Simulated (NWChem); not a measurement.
System meant: TiH3O3Br; SMILES [OH][Ti]([OH])([OH])[Br]

NWChem input:

```
start job
memory heap 200 mb stack 900 mb global 1100 mb
geometry units angstroms noautosym nocenter noautoz
  Ti    -0.006846     0.908777     0.001619
  Br    -0.010528    -1.479421    -0.005067
  O     -0.387210     1.487397     1.624080
  H     -1.183287     1.854329     2.021372
  O     -1.219019     1.496382    -1.137333
  H     -1.163325     1.865732    -2.024292
  O      1.588358     1.490239    -0.476995
  H      2.330332     1.854784     0.015751
end
basis spherical
  Ti library 6-31g*
  Br library 6-31g*
  O library 6-31g*
  H library 6-31g*
end
dft
  xc m06-l
  iterations 150
end
property
  shielding 4 1 2 3 4
end
task dft property
```

End of the output:

```
 Vector   45  Occ=0.000000D+00  E=-6.427302D-02
              MO Center= -7.1D-03,  7.6D-01,  1.2D-03, r^2= 2.2D+00
   Bfn.  Coefficient  Atom+Function         Bfn.  Coefficient  Atom+Function
  ----- ------------  ---------------      ----- ------------  ---------------
    22      0.588958  1 Ti d  2              27      0.349316  1 Ti d  2
    20      0.339980  1 Ti d  0              46      0.263749  2 Br py
    50      0.217842  2 Br py                10      0.216587  1 Ti s
    25      0.201650  1 Ti d  0              12     -0.133204  1 Ti py
    70      0.132226  3 O  py                86      0.132231  5 O  py

 center of mass
 --------------
 x =  -0.01557927 y =   0.00754640 z =  -0.00172691

 moments of inertia (a.u.)
 ------------------
        1445.525641225831          -1.406310891300          -0.003850441547
          -1.406310891300         533.998216130069          -2.553017265818
          -0.003850441547          -2.553017265818        1445.522398039790

     Multipole analysis of the density
     ---------------------------------

     L   x y z        total         alpha         beta         nuclear
     -   - - -        -----         -----         ----         -------
     0   0 0 0     -0.000000    -42.000000    -42.000000     84.000000

     1   1 0 0      0.002414      0.642145      0.642145     -1.281877
     1   0 1 0      1.635475     -8.234379     -8.234379     18.104233
     1   0 0 1      0.004567      0.050358      0.050358     -0.096149

     2   2 0 0    -35.056319    -91.555271    -91.555271    148.054224
     2   1 1 0     -0.026972     -0.195093     -0.195093      0.363214
     2   1 0 1     -0.000348     -0.001653     -0.001653      0.002957
     2   0 2 0    -36.255341   -301.155188   -301.155188    566.055034
     2   0 1 1     -0.006539     -0.572672     -0.572672      1.138806
     2   0 0 2    -35.055974    -91.546149    -91.546149    148.036324

          -----------------------------------------
          Chemical Shielding Tensors (GIAO, in ppm)
          -----------------------------------------

 ------------------------------------------------------------------------
  xm06: d2 not coded                    0
 ------------------------------------------------------------------------
 ------------------------------------------------------------------------
  current input line :
    26: task dft property
 ------------------------------------------------------------------------
 ------------------------------------------------------------------------
 This error has not yet been assigned to a category
 ------------------------------------------------------------------------
 For more information see the NWChem manual at https://nwchemgit.github.io

0: xm06: d2 not coded:Received an Error in Communication
```

Find the fault in this run and fix the input.

The program stopped with an error. Cause: this functional's second derivatives, which shieldings need, aren't coded here; the fix takes a hybrid GGA instead. This input runs:
```
start job
memory heap 200 mb stack 900 mb global 1100 mb
geometry units angstroms noautosym nocenter noautoz
  Ti    -0.006846     0.908777     0.001619
  Br    -0.010528    -1.479421    -0.005067
  O     -0.387210     1.487397     1.624080
  H     -1.183287     1.854329     2.021372
  O     -1.219019     1.496382    -1.137333
  H     -1.163325     1.865732    -2.024292
  O      1.588358     1.490239    -0.476995
  H      2.330332     1.854784     0.015751
end
basis spherical
  * library 6-31g*
end
dft
  xc pbe0
  iterations 150
end
property
  shielding 4 1 2 3 4
end
task dft property
```
It converges to -3650.20214 Ha (PBE0/6-31G* (spherical d), GIAO).
